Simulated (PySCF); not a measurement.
**Computed structure and properties of [Dy(H2O)2]2+**

System: [Dy(H2O)2]2+ (singlet in the valence; each metal's 4f electrons, 10 of them, lie in its core potential, out of spins and levels); start: template (D2d). Method: PySCF 2.14.0, RKS PBE0, Dy lcecp-0-SVP with ECP56, O def2-SVP, H def2-SVP; non-relativistic Hamiltonian with scalar-relativistic core potentials where named; density fitting; no spin-orbit coupling.

Input of the relaxation:

```python
mol = gto.M(atom='''
Dy     0.00000    -0.00000     0.00000
O     -0.00000    -0.00000     2.60750
H      0.54450     0.54450     3.19750
H     -0.54450    -0.54450     3.19750
O      0.00000     0.00000    -2.60750
H      0.54450    -0.54450    -3.19750
H     -0.54450     0.54450    -3.19750''',
    basis={'Dy': 'lcecp-0-SVP', 'O': 'def2-SVP', 'H': 'def2-SVP'},
    ecp={'Dy': 'lcecp-0-SVP'},
    charge=2, spin=0)
mf = dft.RKS(mol, xc='PBE0')
mf.grids.atom_grid = (50, 194)  # f atoms: unpruned, at least (60, 302)
mf = mf.density_fit()  # fitting sets: Dy AutoAux, O def2-universal-JKFIT, H def2-universal-JKFIT
mf.conv_tol = 1e-08; mf.max_cycle = 55
mf.kernel(dm0)  # dm0: converged density of the start geometry
# quasi-Newton relaxation in Cartesian coordinates to a largest gradient under 0.00045 Eh/bohr, steps kept in the point group
```

Run from Python with OMP_NUM_THREADS=2; the lines above give its settings. Where DIIS fails, smearing, a level shift and second-order steps follow.
It took 10 s on 2 threads of Arm Neoverse V2 (shared host), from the converged density of the start.

Course of the relaxation:

```csv
step,energy above end (eV),largest force component within the symmetry (eV/Å)
0,0.1463,0.995
1,0.0894,0.502
2,0.0100,0.367
3,0.0020,0.226
4,0.0000,0.015
5,0.0000,0.001
```

Relaxed geometry (D2d):

```xyz
7

Dy    0.0000    0.0000    0.0000
O     0.0000    0.0000    2.4355
H     0.5404    0.5404    3.0402
H    -0.5404   -0.5404    3.0402
O     0.0000    0.0000   -2.4355
H     0.5404   -0.5404   -3.0402
H    -0.5404    0.5404   -3.0402
```

| contact | Å |
| --- | --- |
| Dy1–O2 (H2O) | 2.435 |
| Dy1–O5 (H2O) | 2.435 |

On the finer grid (75, 302):

| Property | Result |
| --- | --- |
| HOMO | not given (4f levels lie in the core) |
| LUMO | not given (4f levels lie in the core) |
| Dipole about the centre of mass | 0.00 D |
| Set of Mulliken populations of Dy1 outside the core potential | s 2.08, p 6.07, d 0.26, f 0.01 |
| D3(BJ) dispersion energy (not in the energies) | -0.075 eV |

```json
{"atom": "Dy1", "Mulliken (e)": "1.57", "Löwdin (e)": "1.46", "spin (e)": "0.00"}
{"atom": "O2", "Mulliken (e)": "-0.34", "Löwdin (e)": "-0.05", "spin (e)": "0.00"}
{"atom": "H3", "Mulliken (e)": "0.28", "Löwdin (e)": "0.16", "spin (e)": "0.00"}
{"atom": "H4", "Mulliken (e)": "0.28", "Löwdin (e)": "0.16", "spin (e)": "0.00"}
{"atom": "O5", "Mulliken (e)": "-0.34", "Löwdin (e)": "-0.05", "spin (e)": "0.00"}
{"atom": "H6", "Mulliken (e)": "0.28", "Löwdin (e)": "0.16", "spin (e)": "0.00"}
{"atom": "H7", "Mulliken (e)": "0.28", "Löwdin (e)": "0.16", "spin (e)": "0.00"}
```

The 4f levels lie in the core potential and are missing. Their spin isn't counted.

On the grid (50, 194), as all that follows. Harmonic modes: a minimum within the noise of the softest modes; lowest -18 cm⁻¹ (negative: unstable), highest 3804 cm⁻¹, zero-point energy 1.328 eV.

Taking off one H2O (charge 0, singlet; the rest: singlet) in vacuum, both parts rigid, costs 2.22 eV; the small basis without counterpoise inflates it. Parting with an electron moved from the ligand to the metal can be far cheaper, even downhill.

Rigid scan of H2O along the line from its metal:

distance to O2 (Å), energy (eV) and a bar:
```
     2.14      0.417 ##############################
     2.24      0.158 ###########
     2.34      0.034 ##
     2.44      0.000 
     2.54      0.025 ##
     2.64      0.088 ######
     2.84      0.271 ####################
```

One start shape was tried, so this needn't be the lowest isomer.

An lcecp potential fixes the number of 4f electrons, so in runs with it no electron can move into or out of that shell; real Dy(II) is rare or takes another configuration.
